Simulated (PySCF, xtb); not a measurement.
triangular [4]phenylene (C24H12), SMILES c1ccc2c(c1)c1c3c4ccccc4c3c3c4ccccc4c3c21.

GFN2-xTB (xtb) at its own geometry gives an orbital gap of 2.69 eV and a dipole moment of 0.00 D.

Coordinates come from a B3LYP-D3(BJ)/def2-SVP optimisation.

### Question
What does PySCF with PBE/def2-SVP give? (Estimate from the structure and the level; the computed values follow.)

### Answer
gap 2.61 eV (levels -5.11 and -2.51 eV), dipole 0.00 D.
